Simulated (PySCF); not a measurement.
Electronic absorption of C5H9AsO2

C5H9AsO2.
SMILES: `O=C(O)[C@@H]1CCC[AsH]1`

The calculation used TDDFT CAM-B3LYP/def2-SVPD, vertical, gas phase, core orbitals frozen in the response in PySCF 2.14.0, density-fitted response routines. Isolated species at its PBE0-D3(BJ)/def2-SVP geometry (one conformer only). The CAM-B3LYP/def2-SVPD calculation is non-relativistic and has no spin–orbit coupling, an omission that weighs most on arsenic.

```json
{"state": "S1", "E (eV)": "5.76", "λ (nm)": "215.1", "ν̃ (cm⁻¹)": "46480", "f": "0.0046", "|μ| (D)": "0.46", "main configurations (H = HOMO, L = LUMO)": "H-1→L (58%), H-1→L+2 (19%), H-1→L+6 (8%)"}
{"state": "S2", "E (eV)": "5.95", "λ (nm)": "208.5", "ν̃ (cm⁻¹)": "47970", "f": "0.082", "|μ| (D)": "1.91", "main configurations (H = HOMO, L = LUMO)": "H→L (92%)"}
{"state": "S3", "E (eV)": "6.36", "λ (nm)": "195.0", "ν̃ (cm⁻¹)": "51270", "f": "0.042", "|μ| (D)": "1.33", "main configurations (H = HOMO, L = LUMO)": "H→L+1 (73%), H→L+3 (12%)"}
{"state": "S4", "E (eV)": "6.78", "λ (nm)": "182.9", "ν̃ (cm⁻¹)": "54680", "f": "0.032", "|μ| (D)": "1.12", "main configurations (H = HOMO, L = LUMO)": "H→L+2 (64%), H→L+3 (21%)"}
{"state": "S5", "E (eV)": "7.31", "λ (nm)": "169.6", "ν̃ (cm⁻¹)": "58970", "f": "0.079", "|μ| (D)": "1.69", "main configurations (H = HOMO, L = LUMO)": "H-1→L+1 (44%), H-1→L+2 (19%), H-1→L (16%)"}
{"state": "S6", "E (eV)": "7.51", "λ (nm)": "165.1", "ν̃ (cm⁻¹)": "60570", "f": "0.063", "|μ| (D)": "1.49", "main configurations (H = HOMO, L = LUMO)": "H→L+3 (27%), H→L+6 (13%), H→L+1 (13%)"}
{"state": "S7", "E (eV)": "7.64", "λ (nm)": "162.2", "ν̃ (cm⁻¹)": "61660", "f": "0.014", "|μ| (D)": "0.70", "main configurations (H = HOMO, L = LUMO)": "H-2→L (34%), H→L+3 (11%), H-1→L+2 (11%)"}
{"state": "S8", "E (eV)": "7.66", "λ (nm)": "162.0", "ν̃ (cm⁻¹)": "61750", "f": "0.025", "|μ| (D)": "0.93", "main configurations (H = HOMO, L = LUMO)": "H→L+3 (18%), H-2→L+1 (15%), H-1→L+1 (13%)"}
{"state": "S9", "E (eV)": "7.82", "λ (nm)": "158.5", "ν̃ (cm⁻¹)": "63090", "f": "0.042", "|μ| (D)": "1.19", "main configurations (H = HOMO, L = LUMO)": "H→L+6 (38%), H-2→L+1 (14%), H-3→L (13%)"}
{"state": "S10", "E (eV)": "7.91", "λ (nm)": "156.7", "ν̃ (cm⁻¹)": "63830", "f": "0.070", "|μ| (D)": "1.52", "main configurations (H = HOMO, L = LUMO)": "H→L+5 (18%), H-1→L+3 (16%), H-2→L+1 (12%)"}
```

Triplets (Tamm–Dancoff): T1 4.98 eV, H→L (78%); T2 5.27 eV, H-1→L (57%), H-1→L+2 (20%), H-1→L+6 (9%); T3 5.44 eV, H→L+1 (49%), H→L+4 (16%), H→L+2 (14%); T4 6.07 eV, H-2→L (23%), H-4→L (11%), H→L+2 (10%).

The lowest singlet comes at 215 nm (556 kJ/mol) in the ultraviolet; it is very weak; its leading configuration is HOMO-1→LUMO (58%). The strongest level in the table is S2 at 5.95 eV (208 nm, f = 0.082). Löwdin shares by element: HOMO arsenic 60%, carbon 18% or more, hydrogen 7% or more; LUMO arsenic 31%, carbon 30% or more, oxygen 13% or more (atoms not listed hold the other 26%). Weighted by f, the mean energy of these states is 7.12 eV. The listed states span 2.15 eV, and the widest gap between neighbours is 0.53 eV (S4 to S5). Orbital energies (eV): HOMO-3 -10.67, HOMO-2 -10.12, HOMO-1 -9.46, HOMO -8.52, LUMO 0.66, LUMO+1 0.83, LUMO+2 1.31. All these states lie below the vertical ionisation energy of 9.31 eV (ΔSCF). The window holds the lowest 10 singlets.

The run took 4.3 min wall on one thread of an Arm Neoverse V2 (shared host), and the process peaked at 1.5 GiB of memory.
